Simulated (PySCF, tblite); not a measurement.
Compound: C4H6ClFO.
SMILES with atom numbers: `[CH3:1][C:2]([CH3:3])([F:4])[C:5](=[O:6])[Cl:7]` (hydrogens: H8, H9, H10 on C1; H11, H12, H13 on C3)

Structure optimised with GFN2-xTB, isolated species.

Q: What internal coordinates does the optimisation give?

A: 
```tsv
bond	length (Å)	order
C1–C2, C2–C3	1.527	single
C2–F4	1.383	single
C2–C5	1.523	single
C5=O6	1.187	double
C5–Cl7	1.748	single
C1–H8 and 5 like bonds	1.087	single
```

Bonds in one row agree within 0.01 Å and their mean is given. Orders are formal, as drawn. A selection of angles:
```tsv
angle	degrees
C2–C1–H8	109.2
H8–C1–H9	109.6
C1–C2–C3	112.8
C1–C2–F4	108.1
C1–C2–C5	107.5
C3–C2–F4	108.6
C3–C2–C5	110.2
F4–C2–C5	109.6
C2–C5–O6	125.2
C2–C5–Cl7	113.5
O6–C5–Cl7	121.2
```

Torsions: C1–C2–C5–O6 85° (synclinal). The mirror-image conformer, all signs reversed, is as good.

Of the pairs four or more bonds apart, O6···H11 is among the closest relative to their van der Waals radii: 2.61 Å, 96 % of the sum of Bondi's values.

Point group: C1 (no symmetry element, even within 0.4 Å). Its GFN2-xTB frequencies are all real (lowest 25 cm⁻¹). The numbers are those of one conformer.

These are computed values.
